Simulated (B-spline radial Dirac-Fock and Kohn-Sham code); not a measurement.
# Photoemission from Mo at 1300 eV, detector at θ = 54.7°, φ = 180°

System: the free molybdenum atom, configuration [Kr] 4d5 5s1. Level of theory: Dirac-Hartree-Slater photoionisation with a Latter tail; cross sections with all multipoles, angular parameters from the dipole term and its interference with E2; a radial finite-basis atomic code. Thresholds are tabulated edges, those marked * orbital energies of the model. For linearly polarised light dσ/dΩ = σ/(4π) [1 + β P₂(cos θ) + (δ + γ cos²θ) sin θ cos φ], with θ from the polarisation vector and φ the angle between the beam and the projection of the electron momentum on the plane normal to the polarisation. The dipole factor is 1 + βP₂ and the non-dipole term is the rest of the bracket. Open shells are filled statistically over j.

Input file task.json (cfg lists n, l and occupation; rrms is the nuclear radius in fm):

```json
{"items": [{
  "Z": 42,
  "q": 0,
  "cfg": [[1, 0, 2], [2, 0, 2], [2, 1, 6], [3, 0, 2], [3, 1, 6], [3, 2, 10], [4, 0, 2], [4, 1, 6], [4, 2, 5], [5, 0, 1]],
  "A": 98,
  "rrms": 4.4091,
  "do": "xps",
  "hv": [54.3, 55.6, 67.0, 96.8, 145.0, 173.0, 195.0, 363.0, 469.0, 487.0, 558.0, 600, 641.0, 730.0, 870.0, 887.0, 1000, 1100.0, 1300.0, 2000, 2200.0, 2660.0, 2984.4, 3440.0, 4000, 5414.7, 8010.0, 8040.0, 8047.8, 9251.7],
  "edges": {"K": 20000.0, "L1": 2866.0, "L2": 2625.0, "L3": 2520.0, "M1": 506.3, "M2": 411.6, "M3": 394.0, "M4": 231.1, "M5": 227.9, "N1": 63.2}
}]}
```

Run with: `python xray2_run.py task.json out`

| subshell | threshold (eV) | σ (kb) | β | γ | δ | dipole factor | non-dipole term | dσ/dΩ (kb/sr) |
| --- | --- | --- | --- | --- | --- | --- | --- | --- |
| 3s | 506.3 | 40.6 | 2.00 | 0.12 | 0.000 | 1.002 | -0.033 | 3.13 |
| 3p1/2 | 411.6 | 53.2 | 1.60 | -0.02 | 0.001 | 1.001 | +0.005 | 4.26 |
| 3p3/2 | 394.0 | 105 | 1.62 | -0.02 | 0.003 | 1.001 | +0.004 | 8.43 |
| 3d3/2 | 231.1 | 77.6 | 1.23 | 0.31 | 0.058 | 1.001 | -0.133 | 5.36 |
| 3d5/2 | 227.9 | 113 | 1.21 | 0.32 | 0.059 | 1.001 | -0.135 | 7.77 |
| 4s | 63.20 | 7.58 | 2.00 | -0.01 | 0.000 | 1.002 | +0.002 | 0.605 |
| 4p1/2 | 44.32* | 7.87 | 1.67 | 0.02 | 0.001 | 1.001 | -0.005 | 0.624 |
| 4p3/2 | 41.68* | 15.3 | 1.69 | 0.02 | 0.003 | 1.001 | -0.007 | 1.21 |
| 4d3/2 | 6.35* | 2.53 | 1.26 | 0.35 | 0.052 | 1.001 | -0.138 | 0.174 |
| 4d5/2 | 6.11* | 3.63 | 1.24 | 0.35 | 0.053 | 1.001 | -0.139 | 0.249 |
| 5s | 5.75* | 0.274 | 2.00 | -0.02 | 0.000 | 1.002 | +0.005 | 0.0219 |

Values without a named source are computed, but for edge energies of neutral atoms, which are taken from tables.
